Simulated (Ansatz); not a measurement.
Pt2H⁻. Charge -1, multiplicity 1. Geometry relaxed at PBE-D4/def2-TZVPD.

```xyz
3

Pt    0.7657   -0.1377   -0.0542
Pt   -1.0951   -0.2690    1.4899
H     0.3294    0.4067   -1.4357
```

In the def2 sets Pt takes a core potential; there is no spin–orbit coupling. The restricted singlet is unstable: a solution with broken spin symmetry lies lower. At PBE0-D4/def2-TZVPD a triplet of charge -1 lies 0.15 eV below the restricted singlet, each at its own geometry. The structure comes from a short search, and lower isomers may exist.

Estimate the harmonic wavenumbers at RKS PBE-D4/def2-TZVPD (Ansatz, unscaled). Is this a minimum?

193, 456, 2247 cm⁻¹. Yes, no mode is imaginary beyond noise. Zero-point energy 17.3 kJ/mol. Run time 8 s (4 threads of Arm Neoverse V2 on a shared host).
